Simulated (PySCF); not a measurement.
SMILES c1(ccc(S)cc1)OC, singlet (GFN2-xTB optimised geometry):

```
17

C     -2.538    -2.089     0.001
O     -1.133    -2.022     0.000
C     -0.540    -0.795     0.000
C      0.856    -0.795     0.000
C      1.562     0.388    -0.001
C      0.881     1.599    -0.002
S      1.737     3.150    -0.005
C     -0.505     1.607    -0.001
C     -1.215     0.420     0.000
H     -2.781    -3.150     0.003
H     -2.964    -1.622    -0.893
H     -2.962    -1.619     0.894
H      1.370    -1.744     0.001
H      2.642     0.368    -0.001
H      2.964     2.632    -0.006
H     -1.032     2.550    -0.001
H     -2.293     0.461     0.001
```

Method: CAM-B3LYP/def2-SVP (PySCF).

**Question.** What are the frontier orbital energies and the dipole moment?

**Answer.** HOMO-2 -9.06 eV, HOMO-1 -8.68 eV, HOMO -6.90 eV, LUMO 0.94 eV, LUMO+1 1.43 eV; dipole moment 1.39 D.

Meta-Löwdin charges at CAM-B3LYP/def2-SVP: C1 -0.07, O2 -0.35, C3 0.20, C4 -0.13, C5 -0.11, C6 -0.07, S7 -0.02, C8 -0.11, C9 -0.16, H10 0.12, H11 0.09, H12 0.09, H13 0.11, H14 0.10, H15 0.07, H16 0.11, H17 0.11.
